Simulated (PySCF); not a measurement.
**Static response to an electric field**

Compound: C₅H₁₀F₂OSi.
Numbering: `[CH3:1][O:2][C:3]1([CH:4]([F:5])[F:6])[CH2:7][SiH2:8][CH2:9]1` (hydrogens: H10, H11, H12 on C1; H13 on C4; H14, H15 on C7; H16, H17 on Si8; H18, H19 on C9)

Cartesian coordinates in Å at the PBE0-D3(BJ)/def2-SVP level; atoms count from 1:
```xyz
19
C5H10F2OSi angstrom
C      2.1848    0.9875    0.3285
O      0.9928    0.6394    0.9841
C      0.0297   -0.0875    0.2673
C      0.5124   -1.5262    0.0917
F      1.5276   -1.5930   -0.8016
F     -0.4834   -2.3103   -0.3863
C     -0.4228    0.5185   -1.0938
Si    -2.2188    0.1614   -0.5910
C     -1.3046   -0.0790    1.0547
H      2.6687    1.7607    0.9414
H      1.9974    1.4055   -0.6762
H      2.8781    0.1369    0.2200
H      0.8642   -1.9384    1.0535
H     -0.2533    1.6066   -1.0762
H      0.0458    0.0967   -1.9924
H     -3.1677    1.3138   -0.6673
H     -2.8679   -1.0386   -1.1881
H     -1.4822   -0.9417    1.7117
H     -1.3267    0.8390    1.6606
```

Level: PBE0/def2-SVPD (PySCF), static field, nuclei fixed, core orbitals frozen in the response. The polarisability tensor in these axes (au):

```
x   105.43   1.74   5.30
y     1.74  83.24  -0.45
z     5.30  -0.45  82.34
```

Question: Diagonalise the tensor; give its mean and Δα, where Δα² is half the sum of the squared differences of the eigenvalues.

Answer: Principal values 80.89, 83.42 and 106.70 au; mean 90.34 au = 13.39 Å³ = 14.89 × 10⁻⁴⁰ C²·m²/J; Δα = 24.64 au (27 % of the mean).

Question: What is the dipole moment, and where does it point?

Answer: (0.25, 1.06, 0.40) D, 1.16 D in size, pointing from the negative to the positive side. Measured along this direction, the outermost atoms are F6 at the negative end and H10 at the positive end.

Question: Find the Langevin capture rate constant for NO+ (29.998 u) meeting this molecule (152.047 u), k = 2.342 × 10⁻⁹ cm³/s × √(α in Å³ / reduced mass in u).

Answer: The reduced mass is 25.05 u, so k = 1.71 × 10⁻⁹ cm³/s. The formula leaves out the permanent dipole, which adds to the capture rate.

Question: Form Σ f/ω² (atomic units) for the 10 lowest TDDFT singlets, given as eV and f, and set it beside the mean polarisability, which is this sum over all singlets: 6.73, 0.0052; 7.14, 0.0026; 7.51, 0.0038; 7.65, 0.1254; 7.71, 0.0023; 7.89, 0.0278; 7.95, 0.0131; 8.03, 0.0094; 8.04, 0.0134; 8.12, 0.0356.

Answer: They add up to 2.93 au, 3.2 % of the 90.34 au; the largest single term is 1.59 au, from the state at 7.65 eV. Terms in order: 0.09, 0.04, 0.05, 1.59, 0.03, 0.33, 0.15, 0.11, 0.15, 0.40 au. Higher excitations give the rest. The strengths listed sum to 0.238.

Question: What would n − 1 = 2πNα be for an ideal gas of these molecules at 298.15 K and 1 atm, electronic part alone?

Answer: N = p/kT = 2.4615 × 10¹⁹ cm⁻³, so n − 1 = 2π × N × 13.39 × 10⁻²⁴ cm³ = 2070 × 10⁻⁶ at long wavelengths.

Question: Orientational against electronic polarisability at 350 K (dilute gas, rigid molecules)?

Answer: In Gaussian units μ²/3kT = 9.34 Å³ against 13.39 Å³, a ratio of 0.70; the Debye molar polarisation (4π/3)N_A(α + μ²/3kT) is 57.3 cm³/mol, leaving out the vibrational part.

One conformer (not necessarily the lowest) at the PBE0-D3(BJ)/def2-SVP geometry, without solvent, vibrations or thermal averaging.

The run behind these numbers computed excited states and ΔSCF ions as well. The run took 5.4 min of wall time on one thread of an Arm Neoverse V1, shared host with 32 logical CPUs at a one-minute load of 38, and the process peaked at 1.1 GiB of memory.
